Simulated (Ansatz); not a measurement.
Reaction (ligand exchange at the Sn–O bond): `O[SiH2][O][SnH3]` + H₂S → `[SH][SnH3]` + `O[SiH2]O`

Calculated with Ansatz (gas phase, PBE0-D4/def2-TZVP geometries, no zero-point term in ΔE). CCSD(T)/CBS adds triple-zeta CCSD(T) − MP2 to the extrapolated MP2 energy (def2 sets, frozen cores). This one scheme is used for every species. Functionals use def2-TZVPP. B3LYP here is the variant with VWN-RPA as its local correlation; programs differ in this. Elements past krypton have def2 core potentials. For Sn outer-core shells are correlated without core-valence functions, which leaves a few kJ/mol of doubt a bond. One conformer a species, not always the lowest.

`O[SiH2][O][SnH3]`:

Cartesian coordinates in Å:
```
O 1.911 -0.911 -0.033
Si 0.982 -0.099 1.061
O -0.196 0.770 0.364
Sn -1.613 0.312 -0.923
H 2.529 -0.395 -0.553
H 1.817 0.848 1.844
H 0.422 -1.176 1.915
H -0.922 0.472 -2.471
H -2.827 1.463 -0.621
H -2.103 -1.285 -0.582
```

H₂S:

Cartesian coordinates in Å:
```
S -0.418 -0.148 -0.432
H 0.493 -0.850 0.257
H -0.075 0.998 0.175
```

`[SH][SnH3]`:

Cartesian coordinates in Å:
```
S -0.003 -1.381 1.249
Sn -0.123 0.557 -0.171
H 0.598 -2.141 0.318
H -1.036 0.185 -1.563
H 1.453 1.038 -0.612
H -0.890 1.741 0.778
```

`O[SiH2]O`:

```xyz
7

O    -0.412   -1.366    0.259
Si   -0.309    0.198   -0.229
O     1.080    0.939    0.237
H     0.210   -1.992   -0.114
H    -0.288    0.305   -1.707
H    -1.497    0.839    0.379
H     1.217    1.078    1.176
```

```
             level  ΔE (kJ/mol)  difference from CCSD(T)/CBS
          B3LYP-D4        -22.0                         -0.7
           ωB97X-V        -21.0                          0.3
          PBE-QIDH        -29.4                         -8.1
               PBE        -33.2                        -11.9
             B3LYP        -26.0                         -4.7
           r2SCAN0        -30.0                         -8.7
         CAM-B3LYP        -21.2                          0.1
RPA@PBE/def2-TZVPP        -14.2                          7.1
       HF/def2-SVP        -20.7                          0.6
     HF/def2-TZVPP        -20.6                          0.7
SCS-MP2/def2-TZVPP        -18.4                          2.9
CCSD(T)/def2-TZVPP        -19.8                          1.5
     HF/def2-QZVPP        -18.5                          2.8
    MP2/def2-QZVPP        -23.6                         -2.3
SCS-MP2/def2-QZVPP        -18.8                          2.5
    CCSD/CBS(def2)        -21.4                         -0.1
       CCSD(T)/CBS        -21.3                            0
```

(1) What do rigid-rotor, harmonic-oscillator terms from PBE0-D4/def2-TZVP frequencies (298.15 K, 1 bar) make of the CCSD(T)/CBS value? (Best estimate.)

Largest T1 diagnostic among the species: 0.013.

Results:

(1) Ansatz gave: ΔZPE = +8.5 kJ/mol, ΔH = -15.2 kJ/mol, ΔS = -5 J/(mol·K), ΔG = -13.8 kJ/mol. Modes under 50 cm⁻¹ make the entropy rough.

Leaving LDA and LC-ωPBE aside and taking each functional with its dispersion term where it has one, the values, not all of them listed here, spread over 13.9 kJ/mol, from HSE06-D4 to CAM-B3LYP-D4. From r2SCAN to r2SCAN0 (25 % exact exchange), in def2-TZVPP and without D4, ΔE moves by −3.3 kJ/mol.

CCSD(T)/CBS has its own doubt, a few kJ/mol and more with outer-core shells, so smaller differences from it don't rank the levels.
